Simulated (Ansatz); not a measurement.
Gas-phase electronic energies from Ansatz, PBE0-D4/def2-TZVP geometries. CBS: MP2 limit from def2 TZ/QZ plus the TZ coupled-cluster correction, frozen cores. Functionals use def2-TZVPP. B3LYP here is the variant with VWN-RPA as its local correlation; programs differ in this. One conformer a species, not always the lowest.

Reaction (redistribution): `[SiH3][SiH]1CC1` + `FCOC(F)[SiH3]` → `FC[SiH]1CC1` + `FC([SiH3])O[SiH3]`

Q: Is it downhill or uphill in electronic energy at CCSD(T)/CBS, and by how much? (An estimate is asked.)

A: Computed: Downhill: ΔE = -87.9 kJ/mol.

Q: What do these levels give: B3LYP-D4, ωB97M-V, r2SCAN, PBE0, B3LYP, MP2/def2-TZVPP, SCS-MP2/def2-TZVPP, CCSD(T)/def2-TZVPP, HF/def2-QZVPP, SCS-MP2/def2-QZVPP, MP2/CBS(def2), CCSD/CBS(def2)? (An estimate is asked.)

A: Computed: B3LYP-D4 -88.0, ωB97M-V -91.1, r2SCAN -78.5, PBE0 -71.1, B3LYP -87.9, MP2/def2-TZVPP -91.7, SCS-MP2/def2-TZVPP -93.4, CCSD(T)/def2-TZVPP -82.4, HF/def2-QZVPP -100.2, SCS-MP2/def2-QZVPP -97.3, MP2/CBS(def2) -97.2, CCSD/CBS(def2) -91.6 kJ/mol.

Largest T1 diagnostic among the species: 0.012.

In def2-TZVPP, CCSD(T) changes the Hartree–Fock value by +15.4 kJ/mol (the triples alone add +3.7 kJ/mol) and MP2 by +6.2 kJ/mol. From PBE to PBE0 (25 % exact exchange), in def2-TZVPP and without D4, ΔE moves by −4.6 kJ/mol.
